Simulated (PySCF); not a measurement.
Si(Me)(Cl)3 (CH3Cl3Si), SMILES C[Si](Cl)(Cl)Cl. Heavy atoms are numbered as in [CH3:1][Si:2]([Cl:3])([Cl:4])[Cl:5]. Hydrogens are named by the atom that carries them.

Geometry optimised at B3LYP-D3(BJ)/def2-SVP. The isomer is the one that the SMILES or the coordinates give; other isomers of the formula were not compared.

These are PBE/pcSseg-1 run with PySCF values and carry that method's errors.

GIAO shieldings, no solvent; atoms alike by connectivity are averaged. δ = σ(ref) − σ: ¹³C against TMS (σ = 182.0 ppm); ²⁹Si against TMS (σ = 335.4 ppm); ³⁵Cl against HCl (σ = 936.5 ppm); ¹H against TMS (σ = 31.49 ppm), references at their B3LYP-D3(BJ)/def2-TZVP geometries, non-relativistic (without spin–orbit terms, shifts of atoms bonded to Cl or Br come out too high).

```
atoms     nucleus  count  δ (ppm)
--------  -------  -----  -------
C1 (CH3)      ¹³C      1     15.6
Si2          ²⁹Si      1     47.4
Cl3          ³⁵Cl      3        ?
H on C1        ¹H      3        ?
```

Problem. Some entries are withheld; supply them. (An estimate is asked for; the answer gives what the named calculation found.)

Solution. 
- H on C1, δ (ppm): 1.20
- Cl3, δ (ppm): 176.0
